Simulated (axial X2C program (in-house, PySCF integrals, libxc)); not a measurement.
# Nuclear properties of HHfF

Calculated with an axial X2C code built on PySCF integrals: two-component X2C with atomic mean-field Coulomb and Gaunt terms, Gaussian nuclei, basis H dyall-v3z, Hf dyall-v3z, F dyall-av3z with contracted cores.

H–Hf–F held linear, with bonds 1.939 and 1.919 Å (near the PBE0 minimum at charge 0 of the determinant lowest at the starting distance; the state shown can have its own minimum elsewhere, held linear; other orders of the atoms were not compared).

Determinant lowest in the PBE0 search, Ω = 1 (⟨Sz⟩ = -0.99, ⟨Lz⟩ = 1.99 at PBE0), spin on the atoms H -0.04, Hf -0.96, F 0.01:

| level | Eeff magnitude (GV/cm) | Ws magnitude Hf (kHz) | A∥/gI H (MHz) | qzz H (a.u.) | A∥/gI Hf (MHz) | qzz Hf (a.u.) | A∥/gI F (MHz) | qzz F (a.u.) | μ (D) |
| --- | --- | --- | --- | --- | --- | --- | --- | --- | --- |
| PBE0 | 19.6 | 17.8 | -7.63 | 0.06 | -3540 | -10.78 | -6.21 | -0.18 | 0.10 |
| HF | 17.9 | 16.4 | -5.64 | 0.07 | -3750 | -12.27 | -1.31 | -0.14 | -0.11 |
| BHandHLYP | 20.8 | 19 | -10.1 | 0.06 | -3690 | -11.28 | -6.17 | -0.18 | -0.06 |

Determinant 0.04 eV from it at PBE0 and this distance, Ω = 0 (closed shell), highest spinor 44% Hf d, 35% Hf s, 8% F p:

```csv
level,qzz H (a.u.),qzz Hf (a.u.),qzz F (a.u.),μ (D)
PBE0,0.05,-15.44,-0.20,-0.05
HF,0.06,-17.45,-0.12,-0.39
BHandHLYP,0.05,-16.19,-0.18,-0.23
```

Eeff is the effective electric field on the electron electric dipole moment in this Ω state and Ws the scalar–pseudoscalar constant of the nucleus named (defined with the proton number Z and per Ω); A∥ (defined per Ω) follows by multiplying with gI = μI/(I μN); qzz is the electric field gradient, eQq0 = 234.96 MHz × Q/barn × qzz; μ is positive if the F end (last atom) is positive. The operators were transformed with the bare-nucleus X2C matrices; with these basis sets, hyperfine constants and field gradients can be off by tens of per cent, and where levels differ in sign neither size nor sign is settled.

Question: With gI(1H) = 5.5857, gI(177Hf) = 0.2267, Q(177Hf) = 3.365 barn (g factors from the IAEA table of nuclear moments by Stone; Q from Pyykkö, Mol. Phys. 2018), turn the PBE0 values of the first state into constants in MHz.

Answer: A∥(1H) = -7.63 × 5.5857 = -42.6 MHz; A∥(177Hf) = -3540 × 0.2267 = -803 MHz; eQq0(177Hf) = 234.96 × (3.365) × (-10.78) = -8520 MHz.

The molecule was held linear; bending was not examined, so a bent shape may lie lower.

Each state is one determinant with collinear spin, which with several unpaired electrons need not be a pure state. Unrestricted Hartree–Fock can overshoot spin polarisation at the nuclei. With several open shells hyperfine constants can be off by a factor of several. Open-shell Ω = 0 determinants with evenly filled partner blocks cannot be reached by this program, so the Ω shown need not be the lowest component. At BHandHLYP a later determinant lies lower. States lie within half an eV, so the first need not be the ground state. PBE0 term energies can be off by some tenths of an eV.
